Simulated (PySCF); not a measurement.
NMR data simulated for an unnamed compound:

¹H NMR (600 MHz, computed): δ 3.52 (sept, 2H), 1.12 (d, 12H).

¹³C{¹H} NMR (computed): δ 71.9 (CH), 24.5 (CH3).

PySCF calculation with σ from GIAO-PBE0/pcSseg-1 and coordinates at the GFN2-xTB level; one averaged value for each set of equivalent atoms, single conformer, no relativistic terms, isolated molecule.

δ = σ(ref) − σ, references computed at the same level: TMS for ¹H, ¹³C.

Which of these does the molecule contain: a CH3CH2 unit, a heteroaromatic ring, an OH group, a (CH3)2CH unit?

## Answers


- A CH3CH2 unit: no.
- A heteroaromatic ring: no.
- An OH group: no.
- A (CH3)2CH unit: yes (δC 24.5, 71.9; δH 1.12 (d), 3.52 (sept)).

The data belong to SMILES CC(C)OC(C)C, C$_{6}$H$_{14}$O; they needn't prove each group on their own.

Carbon signals by region: 1 at 50–100 ppm, 1 below 50 ppm.

Shifts are as computed. Against solution values, carbons near 30 ppm lie about +3 ppm off and those near 130 ppm about +5 ppm. Of 1211 compounds with measured shifts, 218 miss one by over three times the rms of a fit or turn the order of signals round; such compounds aren't used in these exercises. Multiplicities follow the n + 1 count of equivalent neighbours, as no J values were calculated; m marks all less simple cases, F and P coupling included.
